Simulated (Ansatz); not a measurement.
A structure relaxed at PBE-D4/def2-SVP in Ansatz, charge 0, singlet:

Cartesian coordinates in Å:
```
B 1.161 -0.175 -0.575
H 2.115 0.288 0.023
H 1.373 -0.745 -1.627
S -0.155 1.295 -0.718
B -0.771 0.444 0.958
H -1.979 0.328 1.032
H -0.200 1.029 1.859
S 0.180 -1.278 0.743
H -1.031 0.703 -1.584
H -0.694 -1.890 -0.111
```

Problem. Give its formula, name or SMILES and point group.

Solution. (H2B-mu-SH)2 (B₂H₆S₂). Point group C2v (tolerance 0.1 Å).

Problem. Summarise the bond lengths by kind (pairs closer than 1.2 times the sum of covalent radii, bridged metal pairs left out).

Solution. 4 × B–S 1.98 Å; 4 × B–H 1.22 Å; 2 × H–S 1.37 Å.
